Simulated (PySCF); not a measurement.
Unknowns

Theory: shielding tensors at PBE0/pcSseg-1 (GIAO), geometry from GFN2-xTB, in PySCF (relativity neglected, averaged over atoms made equivalent by symmetry, fast rotation or ring inversion, single conformer, no solvent).

References, each an isolated molecule treated in the same way: TMS for ¹H (σref 31.72) and ¹³C (σref 186.93). Splittings of carbon signals by F and P are missing where no couplings were computed. Where no couplings were computed, multiplicities follow the n + 1 count of equivalent neighbours, and m marks all less simple cases (inequivalent or close neighbours, rings, F or P nearby). Shifts are as computed. Against solution values, carbons near 30 ppm lie about +3 ppm off and those near 130 ppm about +5 ppm (rms about the fit 2.1 ppm; single classes can miss by 10 ppm). Of 1328 compounds with measured shifts, 309 miss one by over three times the rms of a fit or turn the order of signals round; such compounds aren't used in these exercises. Signals without a measured value on file couldn't be tested in this way; 1H shifts scatter by 0.2 ppm about their fit, and single ones miss by 0.5 ppm. OH and NH positions are gas-phase values without hydrogen bonding to other molecules.

(1) C₅H₆F₃N. ¹H NMR (400 MHz, computed): δ 10.94 (br s, 1H), 8.17 (d, 1H), 6.31 (m, 1H), 5.98 (m, 1H), 2.94 (m, 2H). ¹³C{¹H} NMR (computed): δ 171.7 (CH), 144.6 (CH), 139.7 (CH), 134.5 (C), 43.8 (CH2). Give a structure.

(2) C₈H₆FN. ¹H NMR (300 MHz, computed): δ 7.89 (d, 1H), 7.72 (m, 1H), 7.08 (m, 1H), 6.88 (m, 1H), 6.84 (m, 1H), 6.73 (m, 1H). ¹³C{¹H} NMR (computed): δ 151.9 (C), 127.6 (CH), 123.9 (C), 123.2 (CH), 119.8 (CH), 117.4 (CH), 108.1 (CH), 107.8 (CH). What is it?

## Answers

(1) SMILES [H]/N=C\C=C\CC(F)(F)F. Rings plus π bonds: 2 (no ring in the answer). 5 carbon signals for 5 carbons: no two carbons are equivalent. Carbon types of the structure: 1 × C, 3 × CH, 1 × CH2, leaving 1 H on heteroatoms. δC 171.7: C=N carbon. δC 144.6, 139.7: alkene CH; as expected for a trigonal carbon in a double bond. δC 134.5: CF3 carbon; 3 electronegative neighbours deshield it. δH 10.94: hydrogen on an imine nitrogen; exchangeable, gas-phase position.

The data come from this structure; uniqueness wasn't tested.

(2) SMILES Fc1ccn2ccccc12. Rings plus π bonds: 6 (2 rings in the answer). 8 carbon signals for 8 carbons: no two carbons are equivalent. Carbon types of the structure: 2 × C, 6 × CH, which accounts for all hydrogens. δC 151.9: aromatic carbon bearing fluorine; σ withdrawal by the attached heteroatom moves it downfield of the ring CH carbons. δC 127.6, 107.8: aromatic CH next to a ring nitrogen. δC 123.9: ring-fusion aromatic carbon. δC 123.2, 119.8, 117.4, 108.1: aromatic CH.

The data come from this structure; uniqueness wasn't tested.
